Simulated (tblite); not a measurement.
C3H6ClFO2S.
Numbering: `[CH3:1][C@H:2]([CH2:3][F:4])[S:5](=[O:6])(=[O:7])[Cl:8]` (hydrogens: H9, H10, H11 on C1; H12 on C2; H13, H14 on C3)

Structure used (GFN2-xTB), in Å, numbered top down from 1:
```xyz
14
C3H6ClFO2S angstrom
C     -0.150    1.442   -0.375
C     -0.258   -0.059   -0.453
C     -1.156   -0.710    0.577
F     -2.472   -0.499    0.254
S      1.400   -0.745   -0.185
O      2.346   -0.129   -1.056
O      1.347   -2.168   -0.114
Cl     1.822   -0.096    1.694
H      0.625    1.785   -1.057
H      0.109    1.754    0.634
H     -1.096    1.905   -0.651
H     -0.520   -0.402   -1.455
H     -1.002   -0.286    1.574
H     -0.996   -1.793    0.592
```

Level: GFN2-xTB in tblite, geometry and Hessian alike; calculated harmonic values, unscaled, isolated species. Errors from tens to a few hundred cm⁻¹ against measured bands are possible. One conformer, not necessarily the lowest.

Harmonic wavenumbers (cm⁻¹): 63.9, 69.4, 136.1, 169.9, 183.8, 243.5, 262.4, 317.9, 334.2, 359.8, 413.2, 478.4, 515.4, 726.6, 907.3, 934.7, 978.6, 1040.7, 1109.6, 1134.4, 1145.8, 1161.8, 1214.5, 1281.1, 1292.0, 1323.1, 1404.0, 1437.3, 1467.3, 1475.9, 2960.1, 2964.6, 2973.5, 3034.7, 3044.1, 3050.1.

A = 2075, B = 1031, C = 1006 MHz; mass 159.976 u (most abundant isotopes); point group C1, symmetry number 1.

**Question.** Zero-point energy?

**Answer.** Half the sum of the wavenumbers: 20805 cm⁻¹ = 59.48 kcal/mol.

**Question.** Entropy at 400 K, 1 bar (ideal gas, RRHO, classical rotation)?

**Answer.** Translation 42.60, rotation 30.27, vibration 35.25: S = 108.1 cal/(mol K).

**Question.** And Cp and H(400 K) − H(0)?

**Answer.** Cp = 41.01 cal/(mol K), of which vibrations give 33.06 (their classical limit is 36 R = 71.5); H(400 K) − H(0) = 10.44 kcal/mol without the zero-point energy, 7.26 from vibrations.

**Question.** What must be added to the electronic energy to get the Gibbs energy at 400 K and 1 bar?

**Answer.** ZPE + [H(400 K) − H(0)] − T·S = 59.48 + 10.44 − 43.25 = 26.67 kcal/mol.

**Question.** Blend soft modes into free rotors: weight 1/[1 + (100 cm⁻¹/ν̃)⁴] for the oscillator and the rest for a rotor with moment μB/(μ + B), μ = h/(8π²ν), B = 10⁻⁴⁴ kg m². What vibrational entropy results?

**Answer.** 32.92 cal/(mol K) in place of 35.25, which changes −T·S at 400 K by +0.93 kcal/mol.

**Question.** How do the functions run with temperature in this model?

**Answer.** 
```tsv
T (K)	S (cal/(mol K))	Cp (cal/(mol K))	H − H(0) (kcal/mol)	G − H(0) (kcal/mol)	ln q(vib)
150	77.6	23.4	2.30	-9.34	2.57
250	91.4	30.9	5.03	-17.81	5.06
298.15	97.1	34.3	6.60	-22.35	6.22
600	126.8	51.3	19.74	-56.36	12.98
900	149.6	60.8	36.69	-97.96	18.86
```

q(vib) and H(0) count from the zero-point level.

**Question.** Which modes carry the vibrational entropy at 400 K?

**Answer.** 63.9 cm⁻¹: 4.91; 69.4 cm⁻¹: 4.75; 136.1 cm⁻¹: 3.43; 169.9 cm⁻¹: 3.00; 183.8 cm⁻¹: 2.85; 243.5 cm⁻¹: 2.31 cal/(mol K); the other 30 give 14.01 together.

Hindered rotation and anharmonicity are outside this model. Other conformers, if any are populated, would add a mixing term that is left out. The structure is chiral; the term R ln 2 for an equal mix with its mirror image is left out.
